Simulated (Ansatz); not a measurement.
This geometry of BH4NO + ClH (9 atoms, charge 0, multiplicity 1) is a first-order saddle point.

All numbers below come from RKS PBE0/6-31G* (Ansatz 0.2.0).

```xyz
9
Properties=species:S:1:pos:R:3
B 0.030 0.517 -0.097
O -0.049 -0.230 1.435
H -0.994 -0.288 1.654
N 1.175 -0.109 -0.757
H 1.775 -0.661 -0.157
H 1.752 0.540 -1.278
H -1.097 0.349 -0.493
Cl 0.232 2.332 0.415
H 0.329 0.434 2.043
```

Q: Which two structures does it join? (They come from a converged band through this point; their orientation in space is the band's.)

A: Bonds broken: B1–O2, Cl8–H9. Bonds formed: B1–Cl8, O2–H9. BH4NO + ClH becomes BClH3N + H2O.

Image 0:

```xyz
9
Properties=species:S:1:pos:R:3
B -0.082 -0.409 -0.137
O -0.498 0.207 1.035
H -1.309 -0.169 1.391
N 1.082 0.050 -0.750
H 1.638 0.810 -0.384
H 1.438 -0.352 -1.602
H -0.717 -1.314 -0.603
Cl 1.211 2.515 2.073
H 0.390 1.546 1.741
```

Image 8:

```xyz
9
Properties=species:S:1:pos:R:3
B 0.204 0.662 -0.490
O -0.329 -0.313 2.231
H -1.252 -0.114 2.026
N 1.378 0.051 -0.892
H 1.384 -0.879 -1.283
H 2.295 0.444 -0.734
H -0.866 0.177 -0.688
Cl 0.278 2.295 0.240
H 0.063 0.561 2.355
```

Q: How far does it lie above each of them?

A: 1.05 eV above the first and 0.57 eV above the second. This is the barrier of this one path; another mechanism may lie lower. The orbitals stay closed-shell, which can raise the energy where a bond breaks towards radicals; this wasn't checked here.

Run time: 7.9 min on 1 thread of Arm Neoverse V2, with other jobs on the host, peak memory 0.17 GiB.
